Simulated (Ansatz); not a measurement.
Cost and result up the ladder for GeHMe2Cl (C2H7ClGe) (11 atoms). Total charge 0; singlet. Geometry: PBE0-D4/def2-SVP.

Cartesian coordinates in Å:
```
Ge -0.143 0.565 0.389
H -1.380 1.230 1.024
C -0.247 0.545 -1.551
H 0.666 0.099 -1.969
H -0.350 1.568 -1.938
H -1.116 -0.047 -1.876
C 0.204 -1.191 1.142
H 0.323 -1.123 2.232
H 1.125 -1.607 0.710
H -0.634 -1.869 0.917
Cl 1.552 1.831 0.920
```

Ansatz on 2 threads of Arm Neoverse V1 on a shared host. Times are rough, and most runs start from the orbitals of an earlier one. PBE0-D4/def2-TZVP serves as the yardstick here, not as an exact answer. Differences are given only for rows in sets of like size (and for xTB, whose basis is part of the method), since another set adds its own error. Binding counts from free atoms at the same level (Ge triplet, H doublet, C triplet, Cl doublet; other spins of the atoms weren't run), without zero-point energy or a counterpoise term.

The 6-31G sets use Cartesian d functions. B3LYP takes the VWN-RPA correlation. Correlated methods freeze 16 core orbitals; core or outer-core shells of Ge are correlated, in sets that lack core-valence functions.

Correlated methods converge slowly with the basis.

```csv
level,functions,wall time
HF/6-31G,74,0.75 s
LDA (SPW92)/def2-TZVP,189,1.8 s
PBE-D4/def2-SVP,113,1.8 s
B3LYP-D4/6-31G,74,1.8 s
PBE0-D4/def2-SVP,113,2.5 s
PBE-D4/def2-TZVP,189,3 s
BLYP-D4/def2-TZVP,189,3 s
PBE0-D4/def2-TZVP,189,4.6 s
PBE-D4/def2-TZVPD,237,4.8 s
r2SCAN-D4/def2-TZVP,189,6.5 s
BHLYP-D4/def2-TZVP (with forces),189,7 s
r2SCAN-D4/def2-TZVPD,237,9.5 s
B97M-V/def2-TZVP,189,13 s
CCSD(T)/def2-TZVP,189,1.8 min
```

**Question.** Estimate what each level gives for the binding energy per atom (eV).

**Answer.** 
| level | binding energy per atom (eV) | difference from PBE0-D4/def2-TZVP (eV) |
| --- | --- | --- |
| HF/6-31G | 2.60 | – |
| LDA (SPW92)/def2-TZVP | 4.04 | 0.44 |
| PBE-D4/def2-SVP | 3.63 | – |
| B3LYP-D4/6-31G | 3.53 | – |
| PBE0-D4/def2-SVP | 3.61 | – |
| PBE-D4/def2-TZVP | 3.62 | 0.03 |
| BLYP-D4/def2-TZVP | 3.55 | -0.05 |
| PBE0-D4/def2-TZVP | 3.60 | 0.00 |
| PBE-D4/def2-TZVPD | 3.63 | 0.03 |
| r2SCAN-D4/def2-TZVP | 3.61 | 0.01 |
| BHLYP-D4/def2-TZVP (with forces) | 3.52 | -0.08 |
| r2SCAN-D4/def2-TZVPD | 3.61 | 0.01 |
| B97M-V/def2-TZVP | 3.62 | 0.02 |
| CCSD(T)/def2-TZVP | 3.49 | -0.11 |
